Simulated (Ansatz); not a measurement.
`[NH2][Ge][Br]` + `[MgH][Br]` → `[NH2][GeH]` + `[Br][Mg][Br]`  (redistribution)

Isolated molecules relaxed with PBE0-D4/def2-TZVP in Ansatz; ΔE leaves out vibrations. CCSD(T)/CBS is the MP2 limit (def2-TZVPP, def2-QZVPP) plus CCSD(T) − MP2 in def2-TZVPP, frozen cores. For Br, Ge, Mg outer-core shells are correlated without core-valence functions, which leaves a few kJ/mol of doubt a bond. Scalar relativity is left out up to krypton. Each species was taken in one conformer, which may not be the lowest.

```tsv
species	CCSD(T)/CBS(def2) energy (Eh)
`[NH2][Ge][Br]`	-4705.39826
`[MgH][Br]`	-2773.87245
`[NH2][GeH]`	-2132.60664
`[Br][Mg][Br]`	-5346.68760
```

Problem. Work out ΔE.

Solution. ΔE = (-2132.60664) + (-5346.68760) − (-4705.39826) − (-2773.87245) = -0.02353 Eh = -61.8 kJ/mol.

Problem. What do rigid-rotor, harmonic-oscillator terms from PBE0-D4/def2-TZVP frequencies (298.15 K, 1 bar) make of the CCSD(T)/CBS value? (An estimate is asked.)

Solution. Computed: ΔZPE = +4.7 kJ/mol, ΔH = -57.0 kJ/mol, ΔS = -5 J/(mol·K), ΔG = -55.5 kJ/mol.

Largest T1 diagnostic among the species: 0.015.

At CCSD(T), def2-SVP lies −13.1 kJ/mol from the extrapolated value and def2-TZVPP +2.2 kJ/mol. The D4 term adds +4.6 kJ/mol with B3LYP and +2.2 kJ/mol with PBE0; it sums over pairs of atoms, weighted by their polarisabilities, and B3LYP, whose exchange is more repulsive, gets the larger term. From r2SCAN to r2SCAN0 (25 % exact exchange), in def2-TZVPP and without D4, ΔE moves by −4.2 kJ/mol.

B3LYP here is the variant with VWN-RPA as its local correlation; programs differ in this.
